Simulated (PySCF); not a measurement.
Excitation energy of Mo by level of theory

Mo [Kr] 4d5 5s1 (7S) → Mo [Kr] 4d5 5p1 (7P), as a difference of total energies. Calculation: PySCF 2.14, in def2-QZVPPD with the def2 core potential (28 electrons); a scalar-relativistic core potential. Correlated levels: valence and next inner shell: nothing frozen outside the core potential. The calculations carry no spin-orbit coupling.

```tsv
method	excitation energy (eV)
UHF	2.897
MP2 (valence and next inner shell)	3.341
SCS-MP2 (valence and next inner shell)	3.159
CCSD (valence and next inner shell)	3.253
CCSD(T) (valence and next inner shell)	3.275
```

Task: How much does correlation contribute at CCSD(T) (valence and next inner shell)?

Result: 3.275 − (2.897) = 0.378 eV, measured against UHF.
